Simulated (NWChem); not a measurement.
System: BH2OCl; SMILES OBCl

```xyz
5

B     -0.5592     0.5723     0.0000
H     -1.7590     0.7250     0.0000
Cl     0.1233    -1.0695     0.0000
O      0.2384     1.6613     0.0000
H      1.1886     1.4331     0.0000
```
Atoms are numbered in this order, from 1.

Program: NWChem. Coordinates come from a PBE-D3(BJ)/def2-SVP optimisation. Static field.

```tsv
level	isotropic polarisability (bohr³)	anisotropy (bohr³)
PBE/def2-SVPD	35.5	13.3
B3LYP/def2-SVPD	(withheld)	(withheld)
BHandHLYP/def2-SVPD	32.5	11.0
CAM-B3LYP/def2-SVPD	33.7	11.7
```

Problem. Some entries are withheld; supply them.

Solution. 
- B3LYP/def2-SVPD, isotropic polarisability (bohr³): 34.2
- B3LYP/def2-SVPD, anisotropy (bohr³): 12.2
